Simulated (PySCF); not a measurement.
C₄H₄O₃.
Atom-mapped SMILES: `[O:1]=[C:2]1[CH2:3][CH2:4][C:5](=[O:6])[O:7]1` (hydrogens: H8, H9 on C3; H10, H11 on C4)

The same species was optimised twice, with GFN2-xTB and with PBE0-D3(BJ)/def2-SVP (PySCF), and the same property calculations (PySCF, gas phase) were run on both structures.

```tsv
coordinate	GFN2-xTB	PBE0-D3(BJ)/def2-SVP	change
C5–O7 (Å)	1.367	1.374	+0.007
C2–O7 (Å)	1.367	1.374	+0.007
C2–C3 (Å)	1.518	1.514	-0.004
C4–C5 (Å)	1.518	1.514	-0.004
O1=C2 (Å)	1.187	1.186	-0.001
C3–C4 (Å)	1.519	1.518	-0.001
C5=O6 (Å)	1.187	1.186	-0.001
O1–C2–C3 (°)	128.2	128.8	+0.6
C4–C5–O6 (°)	128.2	128.8	+0.6
O1–C2–O7 (°)	122.5	122.0	-0.5
O6–C5–O7 (°)	122.5	122.0	-0.5
C3–C4–C5 (°)	104.4	104.6	+0.2
C2–C3–C4 (°)	104.4	104.6	+0.2
C2–O7–C5 (°)	112.6	112.3	-0.3
C4–C5–O7 (°)	109.3	109.2	-0.1
```

Rotational constants: A = 5995, B = 2386, C = 1743 MHz (GFN2-xTB) against A = 5988, B = 2380, C = 1740 MHz (PBE0-D3(BJ)/def2-SVP). Point groups within 0.08 Å: C2v and C2v. Atoms that the bonding makes alike are paired by their places after alignment.

On the GFN2-xTB structure: HOMO (eV) -8.43 [PBE0/pcSseg-1]; LUMO (eV) -0.89 [PBE0/pcSseg-1]; dipole (D) 4.49 [PBE0/pcSseg-1]; GIAO shielding of O1/O6 (mean) (ppm) -135.9 [PBE0/pcSseg-1]; GIAO shielding of C2/C5 (mean) (ppm) 10.6 [PBE0/pcSseg-1]; GIAO shielding of C3/C4 (mean) (ppm) 156.2 [PBE0/pcSseg-1]; GIAO shielding of O7 (ppm) -17.7 [PBE0/pcSseg-1].

Task: What do these properties become on the PBE0-D3(BJ)/def2-SVP structure?

Result: 
```json
{"property": "HOMO (eV)", "level": "PBE0/pcSseg-1", "on GFN2-xTB": "-8.43", "on PBE0-D3(BJ)/def2-SVP": "-8.42", "change": "+0.01"}
{"property": "LUMO (eV)", "level": "PBE0/pcSseg-1", "on GFN2-xTB": "-0.89", "on PBE0-D3(BJ)/def2-SVP": "-0.88", "change": "+0.01"}
{"property": "dipole (D)", "level": "PBE0/pcSseg-1", "on GFN2-xTB": "4.49", "on PBE0-D3(BJ)/def2-SVP": "4.57", "change": "+0.08"}
{"property": "energy, GFN2-xTB geometry as zero (kcal/mol)", "level": "PBE0/pcSseg-1", "on GFN2-xTB": "0.0", "on PBE0-D3(BJ)/def2-SVP": "-0.2", "change": "-0.2"}
{"property": "GIAO shielding of O1/O6 (mean) (ppm)", "level": "PBE0/pcSseg-1", "on GFN2-xTB": "-135.9", "on PBE0-D3(BJ)/def2-SVP": "-133.3", "change": "+2.6"}
{"property": "GIAO shielding of C2/C5 (mean) (ppm)", "level": "PBE0/pcSseg-1", "on GFN2-xTB": "10.6", "on PBE0-D3(BJ)/def2-SVP": "10.6", "change": "0.0"}
{"property": "GIAO shielding of C3/C4 (mean) (ppm)", "level": "PBE0/pcSseg-1", "on GFN2-xTB": "156.2", "on PBE0-D3(BJ)/def2-SVP": "155.5", "change": "-0.7"}
{"property": "GIAO shielding of O7 (ppm)", "level": "PBE0/pcSseg-1", "on GFN2-xTB": "-17.7", "on PBE0-D3(BJ)/def2-SVP": "-24.2", "change": "-6.5"}
```

The heavy atoms differ by 0.005 Å rms after alignment. Among bonds between heavy atoms C2–O7 and C5–O7 change most and about equally (+0.007 Å). Changes are differences of the printed values. Neither structure is proved a minimum here.
